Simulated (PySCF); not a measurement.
Two species compared at the same levels of theory.

First species: C5H7F5O.
Numbering: `[F:1][CH2:2][C@H:3]([F:4])[O:5][CH2:6][CH2:7][C:8]([F:9])([F:10])[F:11]` (hydrogens: H12, H13 on C2; H14 on C3; H15, H16 on C6; H17, H18 on C7)

Second species: C5H12O3SSi.
SMILES with atom numbers: `[CH3:1][O:2][C@@H:3]1[C@H:4]([SiH3:5])[C@@H:6]1[S:7]([CH3:8])(=[O:9])=[O:10]` (hydrogens: H11, H12, H13 on C1; H14 on C3; H15 on C4; H16, H17, H18 on Si5; H19 on C6; H20, H21, H22 on C8)

Levels: PBE0/pcSseg-1 for HOMO energy, LUMO energy and HOMO–LUMO gap. Geometries: GFN2-xTB. Each species is one conformer at its optimised geometry, gas phase, non-relativistic unless stated. Electronic properties by PySCF.

Dipoles, sizes and rotational constants follow the conformer. The torsions of the flexible species, by atom-mapped SMILES:
- `[CH3:1][O:2][C@@H:3]1[C@H:4]([SiH3:5])[C@@H:6]1[S:7]([CH3:8])(=[O:9])=[O:10]`: C1–O2–C3–C4 -87°, C4–C6–S7–C8 -121°

The conformers of `FC[C@H](F)OCCC(F)(F)F` aren't listed.

```
     property  column X  column Y
  HOMO energy  -7.87 eV  -8.96 eV
  LUMO energy   0.65 eV   1.45 eV
HOMO–LUMO gap   8.52 eV  10.41 eV
```

**Question.** Which column belongs to which species?

**Answer.** Column X is the second species and column Y the first. The first has 18 atoms and 90 electrons, the second 22 and 96.

**Question.** How does each property change from the first species to the second?

**Answer.** HOMO energy +1.09 eV; LUMO energy -0.80 eV; HOMO–LUMO gap -1.89 eV.

